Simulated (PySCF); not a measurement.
O₂P₂. Atoms are numbered in the order given.

```xyz
4

P      0.0000     0.0000     1.2608
P      0.0000     0.0000    -1.2608
O      0.0000    -1.1126     0.0000
O      0.0000     1.1126     0.0000
```

The structure is a stationary point at B3LYP-D3(BJ)/def2-SVP.

Method: ωB97X/def2-TZVPD in PySCF.

The molecule is in vacuum.

Computed frontier levels, gap, dipole moment and polarisability:
The highest occupied level is -7.75 eV, the lowest empty level is -0.96 eV and the orbital gap comes out as 6.79 eV. The dipole moment comes out as 0.00 D, the quadrupole, principal values (traceless, Buckingham form, about the centre of nuclear charge) is -1.97, -1.75, 3.73 D·Å and the mean static polarisability is 65.1 bohr³ (9.65 Å³). The polarisability, principal values comes out as 42.3, 44.8, 108.2 bohr³.
